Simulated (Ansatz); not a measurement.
Consider the redistribution: `[CH3][Ge]([NH2])([OH])[F]` + `C[SiH]` → `[NH2][GeH]([OH])[F]` + `C[Si]C`.

Gas-phase electronic energies from Ansatz, PBE0-D4/def2-TZVP geometries. CCSD(T)/CBS adds triple-zeta CCSD(T) − MP2 to the extrapolated MP2 energy (def2 sets, frozen cores). This one scheme is used for every species. Functionals use def2-TZVPP. B3LYP here is the variant with VWN-RPA as its local correlation; programs differ in this. For Ge outer-core shells are correlated without core-valence functions, which leaves a few kJ/mol of doubt a bond. Scalar relativity is left out up to krypton. Each species was taken in one conformer, which may not be the lowest.

```json
{"level": "PBE-D4", "ΔE (kJ/mol)": "-7.0", "difference from CCSD(T)/CBS": "-7.3"}
{"level": "r2SCAN-D4", "ΔE (kJ/mol)": "-5.9", "difference from CCSD(T)/CBS": "-6.2"}
{"level": "PBE0-D4", "ΔE (kJ/mol)": "-4.2", "difference from CCSD(T)/CBS": "-4.5"}
{"level": "B3LYP-D4", "ΔE (kJ/mol)": "-3.0", "difference from CCSD(T)/CBS": "-3.3"}
{"level": "ωB97X-V", "ΔE (kJ/mol)": "-1.7", "difference from CCSD(T)/CBS": "-2.0"}
{"level": "ωB97M-V", "ΔE (kJ/mol)": "-3.0", "difference from CCSD(T)/CBS": "-3.3"}
{"level": "B2PLYP", "ΔE (kJ/mol)": "-2.6", "difference from CCSD(T)/CBS": "-2.9"}
{"level": "PBE", "ΔE (kJ/mol)": "-7.7", "difference from CCSD(T)/CBS": "-8.0"}
{"level": "r2SCAN", "ΔE (kJ/mol)": "-6.3", "difference from CCSD(T)/CBS": "-6.6"}
{"level": "PBE0", "ΔE (kJ/mol)": "-4.9", "difference from CCSD(T)/CBS": "-5.2"}
{"level": "B3LYP", "ΔE (kJ/mol)": "-3.9", "difference from CCSD(T)/CBS": "-4.2"}
{"level": "HF/def2-TZVPP", "ΔE (kJ/mol)": "3.0", "difference from CCSD(T)/CBS": "2.7"}
{"level": "MP2/def2-TZVPP", "ΔE (kJ/mol)": "-0.5", "difference from CCSD(T)/CBS": "-0.8"}
{"level": "SCS-MP2/def2-TZVPP", "ΔE (kJ/mol)": "0.5", "difference from CCSD(T)/CBS": "0.2"}
{"level": "CCSD/def2-TZVPP", "ΔE (kJ/mol)": "3.1", "difference from CCSD(T)/CBS": "2.8"}
{"level": "CCSD(T)/def2-TZVPP", "ΔE (kJ/mol)": "1.8", "difference from CCSD(T)/CBS": "1.5"}
{"level": "HF/def2-QZVPP", "ΔE (kJ/mol)": "1.8", "difference from CCSD(T)/CBS": "1.5"}
{"level": "MP2/def2-QZVPP", "ΔE (kJ/mol)": "-1.8", "difference from CCSD(T)/CBS": "-2.1"}
{"level": "SCS-MP2/def2-QZVPP", "ΔE (kJ/mol)": "-0.8", "difference from CCSD(T)/CBS": "-1.1"}
{"level": "HF/CBS(def2)", "ΔE (kJ/mol)": "1.7", "difference from CCSD(T)/CBS": "1.4"}
{"level": "MP2/CBS(def2)", "ΔE (kJ/mol)": "-2.1", "difference from CCSD(T)/CBS": "-2.4"}
{"level": "CCSD/CBS(def2)", "ΔE (kJ/mol)": "1.5", "difference from CCSD(T)/CBS": "1.2"}
{"level": "CCSD(T)/CBS", "ΔE (kJ/mol)": "0.3", "difference from CCSD(T)/CBS": "0"}
```

Largest T1 diagnostic among the species: 0.012.
